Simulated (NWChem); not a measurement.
Program: NWChem. System: Cl2Te, charge 0, spin multiplicity 1, at a geometry optimised with PBE/def2-SVP with def2 effective core potentials on Te. The structure started from a generated list of species. Level: RHF/def2-TZVP with def2 effective core potentials on Te.

Part of the output:

```
             Northwest Computational Chemistry Package (NWChem) 7.3.0
             --------------------------------------------------------

                                NWChem Input Module
                                -------------------

 Scaling coordinates for geometry "geometry" by  1.889725989
 (inverse scale =  0.529177249)

 Turning off AUTOSYM since
 SYMMETRY directive was detected!

                             Geometry "geometry" -> ""
                             -------------------------

 Output coordinates in angstroms (scale by  1.889725989 to convert to a.u.)

  No.       Tag          Charge          X              Y              Z
 ---- ---------------- ---------- -------------- -------------- --------------
    1 Te                  52.0000     0.00000000     0.00000000    -0.59553800
    2 Cl                  17.0000     1.85139500     0.00000000     0.91082200
    3 Cl                  17.0000    -1.85139500     0.00000000     0.91082200

 Effective nuclear repulsion energy (a.u.)     433.2860812863

            Nuclear Dipole moment (a.u.)
            ----------------------------
        X                 Y               Z
 ---------------- ---------------- ----------------
     0.0000000000     0.0000000000    -0.0000529123

      Symmetry information
      --------------------

 Group name             C2v
 Group number             16
 Group order               4
 No. of unique centers     2

      Symmetry unique atoms

     1    2


 Summary of "ao basis" -> "" (spherical)
 ------------------------------------------------------------------------------
       Tag                 Description            Shells   Functions and Types
 ---------------- ------------------------------  ------  ---------------------
 *                         def2-tzvp                  on all atoms

 Summary of "ao basis" -> "ao basis" (spherical)
 ------------------------------------------------------------------------------
       Tag                 Description            Shells   Functions and Types
 ---------------- ------------------------------  ------  ---------------------
 Te                        def2-tzvp                16       50   6s5p3d2f
 Cl                        def2-tzvp                13       37   5s5p2d1f

                                 NWChem SCF Module
                                 -----------------

  ao basis        = "ao basis"
  functions       =   124
  atoms           =     3
  closed shells   =    29
  open shells     =     0
  charge          =   0.00
  wavefunction    = RHF
  use symmetry    = T
  symmetry adapt  = T

 Summary of "ao basis" -> "ao basis" (spherical)
 ------------------------------------------------------------------------------
       Tag                 Description            Shells   Functions and Types
 ---------------- ------------------------------  ------  ---------------------
 Te                        def2-tzvp                16       50   6s5p3d2f
 Cl                        def2-tzvp                13       37   5s5p2d1f

      Symmetry analysis of basis
      --------------------------

        a1         46
        a2         17
        b1         37
        b2         24

 Forming initial guess at       0.3s

      Superposition of Atomic Density Guess
      -------------------------------------

 Sum of atomic energies:       -1230.22363123

      Non-variational initial energy
      ------------------------------

 Total energy =   -1186.070937
 1-e energy   =   -2180.563510
 2-e energy   =     772.274903
 HOMO         =      -0.211985
 LUMO         =      -0.082287

      Symmetry analysis of molecular orbitals - initial
      -------------------------------------------------

  Numbering of irreducible representations:

     1 a1          2 a2          3 b1          4 b2

  Orbital symmetries:

     1 b1          2 a1          3 b1          4 a1          5 a1
     6 b1          7 a1          8 b2          9 b1         10 a2
    11 a1         12 b1         13 a1         14 b2         15 b1
    16 a1         17 a1         18 a2         19 b2         20 a1
    21 b1         22 a1         23 b1         24 a1         25 b2
    26 a2         27 b1         28 a1         29 b2         30 a1
[...]
 Convergence threshold     :          1.000E-07
 Maximum no. of iterations :          100
 Final Fock-matrix accuracy:          1.000E-09
 ----------------------------------------------

              iter       energy          gnorm     gmax       time
             ----- ------------------- --------- --------- --------
                 1    -1186.0100827453  7.17D-01  1.51D-01      5.4
                 2    -1186.0492245541  1.92D-01  3.92D-02      5.8
                 3    -1186.0529911939  1.65D-02  4.27D-03      6.3
                 4    -1186.0530383679  2.62D-04  6.84D-05      7.1
                 5    -1186.0530383788  4.19D-08  9.09D-09      8.6

       Final RHF  results
       ------------------

         Total SCF energy =  -1186.053038378827
      One-electron energy =  -2180.051319110922
      Two-electron energy =    771.780610183828
 Nuclear repulsion energy =    222.217670548266

        Time for solution =      3.4s

       Symmetry analysis of molecular orbitals - final
       -----------------------------------------------

  Numbering of irreducible representations:

     1 a1          2 a2          3 b1          4 b2

  Orbital symmetries:

     1 a1          2 b1          3 b1          4 a1          5 b1
     6 a1          7 b1          8 a1          9 b2         10 a2
    11 a1         12 b1         13 a1         14 b2         15 b1
    16 a1         17 a2         18 b2         19 a1         20 a1
    21 b1         22 a1         23 b1         24 a1         25 b2
    26 a2         27 b1         28 a1         29 b2         30 a1
    31 b1         32 a1         33 b1         34 b2         35 a2
    36 a1         37 b2         38 a1         39 b1

             Final eigenvalues
             -----------------

              1
    1 -104.8496
    2 -104.8496
    3  -10.5763
    4  -10.5763
    5   -8.0428
    6   -8.0428
    7   -8.0416
    8   -8.0416
    9   -8.0414
   10   -8.0414
   11   -7.2030
   12   -5.1748
   13   -5.1725
   14   -5.1583
   15   -2.0372
   16   -2.0354
   17   -2.0194
   18   -2.0168
   19   -2.0130
   20   -1.1094
   21   -1.0842
   22   -0.8056
   23   -0.5436
   24   -0.5143
   25   -0.5076
   26   -0.4800
   27   -0.4660
   28   -0.4572
   29   -0.3433
   30    0.0096
   31    0.0151
   32    0.2135
   33    0.2200
   34    0.2220
   35    0.3155
   36    0.3159
   37    0.3182
   38    0.3248
   39    0.3629

                       ROHF Final Molecular Orbital Analysis
                       -------------------------------------

 Vector   27  Occ=2.000000D+00  E=-4.660398D-01  Symmetry=b1
              MO Center= -1.0D-14, -5.3D-16,  8.5D-01, r^2= 4.6D+00
   Bfn.  Coefficient  Atom+Function         Bfn.  Coefficient  Atom+Function
  ----- ------------  ---------------      ----- ------------  ---------------
    65      0.324406  2 Cl px               102      0.324406  3 Cl px
    67     -0.223104  2 Cl pz               104      0.223104  3 Cl pz
    68      0.209875  2 Cl px               105      0.209875  3 Cl px
    70     -0.152548  2 Cl pz               107      0.152548  3 Cl pz

 Vector   28  Occ=2.000000D+00  E=-4.571897D-01  Symmetry=a1
              MO Center= -1.3D-14,  3.4D-16,  4.0D-01, r^2= 4.6D+00
   Bfn.  Coefficient  Atom+Function         Bfn.  Coefficient  Atom+Function
  ----- ------------  ---------------      ----- ------------  ---------------
    67      0.340964  2 Cl pz               104      0.340964  3 Cl pz
     6      0.248575  1 Te s                  5      0.236215  1 Te s
    18     -0.229621  1 Te pz                70      0.225453  2 Cl pz
   107      0.225453  3 Cl pz                 2      0.195497  1 Te s
    12      0.193192  1 Te pz                 3     -0.166485  1 Te s

 Vector   29  Occ=2.000000D+00  E=-3.433139D-01  Symmetry=b2
              MO Center= -9.6D-16, -6.1D-16, -3.7D-01, r^2= 3.2D+00
   Bfn.  Coefficient  Atom+Function         Bfn.  Coefficient  Atom+Function
  ----- ------------  ---------------      ----- ------------  ---------------
    17      0.559633  1 Te py                11     -0.410680  1 Te py
    14      0.341269  1 Te py                20      0.235281  1 Te py
    66     -0.184910  2 Cl py               103     -0.184910  3 Cl py
    69     -0.169923  2 Cl py               106     -0.169923  3 Cl py

 Vector   30  Occ=0.000000D+00  E= 9.564103D-03  Symmetry=a1
              MO Center= -2.4D-14, -6.1D-15, -2.1D-01, r^2= 4.7D+00
   Bfn.  Coefficient  Atom+Function         Bfn.  Coefficient  Atom+Function
  ----- ------------  ---------------      ----- ------------  ---------------
    21      0.579059  1 Te pz                18      0.423246  1 Te pz
     6      0.338854  1 Te s                  5      0.333597  1 Te s
    68      0.332020  2 Cl px               105     -0.332020  3 Cl px
    12     -0.309683  1 Te pz                55     -0.285478  2 Cl s
    92     -0.285478  3 Cl s                 15      0.252584  1 Te pz

 Vector   31  Occ=0.000000D+00  E= 1.513961D-02  Symmetry=b1
              MO Center=  2.4D-14,  7.1D-15, -5.2D-01, r^2= 4.4D+00
   Bfn.  Coefficient  Atom+Function         Bfn.  Coefficient  Atom+Function
  ----- ------------  ---------------      ----- ------------  ---------------
    19      0.634617  1 Te px                16      0.455150  1 Te px
    10     -0.335513  1 Te px                55     -0.290954  2 Cl s
    92      0.290954  3 Cl s                 13      0.271891  1 Te px
    70      0.259318  2 Cl pz               107     -0.259318  3 Cl pz
    67      0.159054  2 Cl pz               104     -0.159054  3 Cl pz

 Vector   32  Occ=0.000000D+00  E= 2.134891D-01  Symmetry=a1
              MO Center= -1.6D-14, -1.9D-17, -1.1D+00, r^2= 6.8D+00
   Bfn.  Coefficient  Atom+Function         Bfn.  Coefficient  Atom+Function
  ----- ------------  ---------------      ----- ------------  ---------------
    21      1.716285  1 Te pz                18     -1.350513  1 Te pz
    55     -0.324681  2 Cl s                 92     -0.324681  3 Cl s
    12      0.230500  1 Te pz

 center of mass
 --------------
 x =   0.00000000 y =   0.00000000 z =  -0.12920264

 moments of inertia (a.u.)
 ------------------
         368.388559639757           0.000000000000           0.000000000000
           0.000000000000        1224.454444683045           0.000000000000
           0.000000000000           0.000000000000         856.065885043288

  Mulliken analysis of the total density
  --------------------------------------

    Atom       Charge   Shell Charges
 -----------   ------   -------------------------------------------------------
    1 Te  24    23.39   0.29 -0.84  1.56  1.00  1.17  0.71 -0.50  6.46  0.96  1.95  0.42  9.10  0.91  0.17  0.04  0.00
    2 Cl  17    17.30   2.01  0.45  1.52  1.09  0.89  4.18  1.69  1.05  2.85  1.53  0.01  0.03  0.00
    3 Cl  17    17.30   2.01  0.45  1.52  1.09  0.89  4.18  1.69  1.05  2.85  1.53  0.01  0.03  0.00

       Multipole analysis of the density wrt the origin
       ------------------------------------------------

     L   x y z        total         open         nuclear
     -   - - -        -----         ----         -------
     0   0 0 0     -0.000000      0.000000     58.000000

     1   1 0 0      0.000000      0.000000      0.000000
     1   0 1 0      0.000000      0.000000      0.000000
     1   0 0 1     -0.967619      0.000000     31.511249

     2   2 0 0    -39.904428      0.000000    416.173825
     2   1 1 0     -0.000000      0.000000      0.000000
     2   1 0 1      0.000000      0.000000      0.000000
     2   0 2 0    -40.112186      0.000000      0.000000
     2   0 1 1      0.000000      0.000000      0.000000
     2   0 0 2    -36.721481      0.000000    131.123270

 Task  times  cpu:        8.6s     wall:        8.6s

 Total times  cpu:        8.7s     wall:        8.7s
```

Question: Write an NWChem input that would produce this output.

Answer: One answer among several that fit: 
```
start mol
memory heap 200 mb stack 900 mb global 1100 mb
geometry units angstroms nocenter noautoz
  Te     0.000000     0.000000    -0.595538
  Cl     1.851395     0.000000     0.910822
  Cl    -1.851395     0.000000     0.910822
  symmetry group C2v
end
basis spherical
  * library def2-tzvp
end
ecp
  Te library def2-ecp
end
scf
  rhf
  nopen 0
  maxiter 100
  thresh 1e-7
  semidirect memsize 60000000 filesize 0
end
task scf energy
```
